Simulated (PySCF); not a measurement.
AlBr₂, SMILES [Al+]([Br])[Br], charge +1. Geometry optimised at PBE-D3(BJ)/def2-TZVP. The multiplicity is an assumed one; other spin states were not compared. The isomer is the one that the SMILES or the coordinates give; other isomers of the formula were not compared.

Computed equilibrium geometry at PBE-D3(BJ)/def2-TZVP (PySCF confirms it by a frequency run) as bond lengths and angles, and its point group:
point group D∞h.
Atoms: Al1 Br2 Br3. Bonded distances (Å): Al1–Br2 2.165, Al1–Br3 2.165. Bond angles (°): Br2–Al1–Br3 180.0.
Charge +1, spin multiplicity 1.
